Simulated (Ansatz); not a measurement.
Reaction (ligand exchange at a Ga–C bond): `[NH2][GaH][CH2]F` + HBr → `[NH2][GaH][Br]` + fluoromethane

Computed with Ansatz on PBE0-D4/def2-TZVP structures; ΔE is electronic, products minus reactants. CBS: MP2 limit from def2 TZ/QZ plus the TZ coupled-cluster correction, frozen cores. This one scheme is used for every species. Functionals use def2-TZVPP. For Br, Ga outer-core shells are correlated without core-valence functions, which leaves a few kJ/mol of doubt a bond. Scalar relativity is left out up to krypton. Each species was taken in one conformer, which may not be the lowest.

```csv
level,ΔE (kcal/mol),difference from CCSD(T)/CBS
PBE-D4,-37.9,1.8
ωB97X-V,-40.0,-0.3
ωB97M-V,-39.6,0.1
B2PLYP,-40.6,-0.9
PBE,-38.0,1.7
HF/def2-QZVPP,-46.5,-6.8
MP2/def2-QZVPP,-41.1,-1.4
SCS-MP2/def2-QZVPP,-41.1,-1.4
HF/CBS(def2),-46.5,-6.8
MP2/CBS(def2),-41.1,-1.4
CCSD(T)/CBS,-39.7,0
```

Largest T1 diagnostic among the species: 0.013.

From PBE to PBE0 (25 % exact exchange), in def2-TZVPP and without D4, ΔE moves by −2.3 kcal/mol. In def2-TZVPP, CCSD(T) changes the Hartree–Fock value by +6.8 kcal/mol (the triples alone add +0.5 kcal/mol) and MP2 by +5.4 kcal/mol.
